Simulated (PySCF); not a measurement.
# Exercise with solution: chemical shift, span and skew from a shielding tensor

Al(Me)2(vinyl) (C4H9Al), SMILES C=[CH][Al]([CH3])[CH3]. Atoms are numbered in the order given.

```xyz
14

Al    -0.0270    -0.0311     0.4397
C     -0.4101    -1.0770     2.0561
H     -0.7020    -2.1193     1.8477
H     -1.2244    -0.6137     2.6426
H      0.4677    -1.1040     2.7273
C      0.5221     1.8536     0.5429
H      1.4845     2.0221     0.0273
H      0.6331     2.2146     1.5785
H     -0.2127     2.5097     0.0423
C     -0.1840    -0.8252    -1.3407
C      0.0744    -0.1210    -2.4585
H     -0.4889    -1.8722    -1.4913
H     -0.0076    -0.5456    -3.4685
H      0.3859     0.9312    -2.4218
```
Charge 0, spin multiplicity 1.

Coordinates come from a B3LYP-D3(BJ)/def2-SVP optimisation. The structure was generated by enumeration; whether it is a known compound was not checked. Other conformers were not sampled.

GIAO shieldings from B3LYP/pcSseg-1 run with PySCF, non-relativistic, no solvent. The symmetric part of the tensor of C2 has the principal values 176.7, 192.5, 193.4 ppm. The same nucleus in TMS has σ = 181.3 ppm at this level (PySCF, at its B3LYP-D3(BJ)/def2-TZVP geometry).

Work out the isotropic shielding, the ¹³C shift against TMS, the span and the skew.


σ(iso) = (σ11 + σ22 + σ33)/3 = 187.5 ppm. δ = σ(ref) − σ(iso) = 181.3 − (187.5) = -6.2 ppm.
Span Ω = σ33 − σ11 = 16.7 ppm. Skew κ = 3(σ(iso) − σ22)/Ω = -0.89. Tumbling in solution averages the tensor to δ; in a static solid the shielding alone would spread this spin-1/2 line over Ω.
